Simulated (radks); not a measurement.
Spherical quantum dot in the effective-mass picture: electrons in a well V = -V0 / (1 + exp((r - R)/a)) with V0 = 11.4, R = 4.48, a = 0.48, all in effective atomic units (hartree* = m*/eps^2 hartree, bohr* = eps/m* bohr), one dielectric constant everywhere. Calculated with a radial shooting solver with Libxc functionals: non-relativistic Kohn-Sham, PBE, spin-polarised, spherical densities. Levels are named by radial order and angular momentum (1s, 1p, 1d, 2s, ...), and open shells are averaged over m.

N = 10, configuration 1s2 1p6 1d(up 2, down 0). This is the lowest configuration that the search found. Occupied and some empty levels:

level,occupation,eigenvalue (hartree*),<r> (bohr*)
1s up,1,-7.6111,2.350
1s down,1,-7.5809,2.319
1p up,3,-7.3820,2.578
1p down,3,-7.3447,2.563
1d up,2,-7.0401,2.754
1d down,0,-6.9985,2.747
2s up,0,-6.6408,2.046
2s down,0,-6.6273,2.054
1f up,0,-6.6085,2.901
1f down,0,-6.5645,2.899
2p up,0,-6.1309,2.366
2p down,0,-6.1117,2.368

Energy (hartree*): total -90.1296, kinetic 5.3101, external -109.77, Hartree 17.670, exchange-correlation -3.3396.

Electron density:

r (bohr*),n(r) (e/bohr*^3)
0.371,0.01915
0.769,0.02813
1.17,0.04310
1.57,0.06140
1.96,0.07653
2.36,0.07901
2.76,0.06296
3.16,0.03510
3.56,0.01237
3.96,0.002576
4.35,0.0003017
4.75,0.00002062
5.15,9.525e-07
